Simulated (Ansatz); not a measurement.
Gas-phase electronic energies from Ansatz, PBE0-D4/def2-TZVP geometries. CCSD(T)/CBS adds triple-zeta CCSD(T) − MP2 to the extrapolated MP2 energy (def2 sets, frozen cores). This one scheme is used for every species. Functionals use def2-TZVPP. HSE06 is defined as in plane-wave codes. No spin–orbit coupling; open shells (•) take unrestricted orbitals. One conformer a species, not always the lowest.

Consider the hydrogen abstraction from the Si–H bond: `O[SiH](F)[SiH3]` + `[OH]`• → `O[SiH](F)[SiH2]`• + H₂O.

`O[SiH](F)[SiH3]`:

Cartesian coordinates in Å:
```
O -0.702 -0.140 -1.775
Si -0.876 -0.100 -0.148
F -1.502 -1.481 0.374
Si 1.263 0.171 0.758
H -1.486 -0.099 -2.325
H -1.860 0.943 0.246
H 1.183 0.141 2.243
H 1.819 1.483 0.334
H 2.161 -0.919 0.294
```

`[OH]`•:

Cartesian coordinates in Å:
```
O 0.066 -0.314 -0.366
H -0.066 0.314 0.366
```

`O[SiH](F)[SiH2]`•:

```xyz
8

O    -1.686   -0.573    0.363
Si   -0.633    0.614   -0.034
F    -0.504    1.657    1.174
Si    1.541   -0.108   -0.475
H    -1.418   -1.229    1.009
H    -1.256    1.312   -1.178
H     1.651   -1.104   -1.576
H     2.304   -0.570    0.717
```

H₂O:

```xyz
3

O    -0.262    0.211    0.196
H    -0.264   -0.738    0.057
H     0.526    0.527   -0.253
```

```json
{"level": "LDA (SPW92)", "ΔE (kcal/mol)": "-44.8"}
{"level": "r2SCAN-D4", "ΔE (kcal/mol)": "-32.6"}
{"level": "HSE06-D4", "ΔE (kcal/mol)": "-32.6"}
{"level": "PBE", "ΔE (kcal/mol)": "-36.3"}
{"level": "r2SCANh", "ΔE (kcal/mol)": "-31.5"}
{"level": "r2SCAN0", "ΔE (kcal/mol)": "-30.0"}
{"level": "CCSD(T)/def2-TZVPP", "ΔE (kcal/mol)": "-30.7"}
{"level": "MP2/def2-QZVPP", "ΔE (kcal/mol)": "-37.7"}
```

(1) What does CCSD(T)/CBS give? (An estimate is asked.)

Largest T1 diagnostic among the species: 0.014.

Answers

(1) Ansatz gave: -32.7 kcal/mol. The listed levels differ from it by -12.1, 0.1, 0.1, -3.6, 1.2, 2.7, 2.0, -5.0 kcal/mol.

From r2SCAN to r2SCAN0 (25 % exact exchange), in def2-TZVPP and without D4, ΔE moves by +2.6 kcal/mol. At CCSD(T), def2-SVP lies +5.7 kcal/mol from the extrapolated value and def2-TZVPP +2.0 kcal/mol. Leaving LDA and LC-ωPBE aside and taking each functional with its dispersion term where it has one, the values, not all of them listed here, spread over 11.3 kcal/mol, from PBE-D4 to BHLYP-D4. LDA lies −8.5 kcal/mol from PBE without D4.
